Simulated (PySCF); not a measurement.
# Electron correlation in B- (boron, charge -1)

[He] 2s2 2p2, high-spin 3P determinant. Calculation: PySCF 2.14, in x2c-QZVPPall with one added diffuse shell each of s, p, d, f type (8s5p4d3f1g, 73 functions); scalar relativity by spin-free X2C-1e. Frozen: nothing; 6 electrons correlated.

```tsv
level	correlation energy (mhartree)
CCSD	-103.53
(T)	-4.12
CCSD(T)	-107.65
```

Diagnostics: T1 = 0.018, D1 = 0.0378, largest double amplitude 0.077.

Question: Is a single reference adequate?

Answer: Mostly. T1 lies below 0.03, but a double amplitude of this size points to a near-degeneracy that CCSD handles and MP2 describes poorly.

This basis was not built for core-valence correlation, so the inner-shell part is incomplete.
